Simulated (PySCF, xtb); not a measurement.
Si(F)(NHMe)(OH)2 (CH₆FNO₂Si), SMILES O[Si](F)(O)NC.

GFN2-xTB run with xtb at its own geometry gives an orbital gap of 7.54 eV and a dipole moment of 2.13 D.

The structure is a stationary point at PBE0-D3(BJ)/def2-SVP. This is a generated structure with no PubChem entry under its InChIKey; it may be hypothetical. Other conformers were not sampled.

### Question
What does B3LYP/def2-TZVP (PySCF) give? (An estimate is asked for; the answer gives what the named calculation found.)

### Answer
gap 7.19 eV (levels -7.01 and 0.18 eV), dipole 2.03 D.
